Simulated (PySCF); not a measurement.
**OsS₃⁺: umbrella curve**

Method: PySCF, UPBE, basis Os def2-SVP with ECP60, S def2-SVP (scalar-relativistic core potentials, no spin–orbit coupling, density fitting).

Rigid scan from the doublet minimum (Os–S 2.100 Å (×3); S–Os–S 112.3° (×3)). Coordinate: angle between each bond and the threefold axis, bonds fixed. Energies in kJ/mol from the minimum.

Task: Predict the curve at 55, 60, 65, 70, 75, 80, 85, 90.

Result: 
```tsv
angle of the bonds to the threefold axis (°)	E (kJ/mol)	dipole size (D, about the centre of mass)	⟨S²⟩
55	204.2	0.54	0.77
60	94.3	0.57	0.76
65	32.5	0.47	0.75
70	4.8	0.30	0.75
75	0.8	0.07	0.75
80	12.0	0.16	0.75
85	29.3	0.25	0.76
90	36.2	0.00	0.75
```

With the bonds held, the planar shape lies 36.2 kJ/mol from the minimum.

Other spin states or occupations of the open shell can lie lower. Spin–orbit coupling, left out here, can matter for elements this heavy.

Other isomers or separated fragments may lie lower.
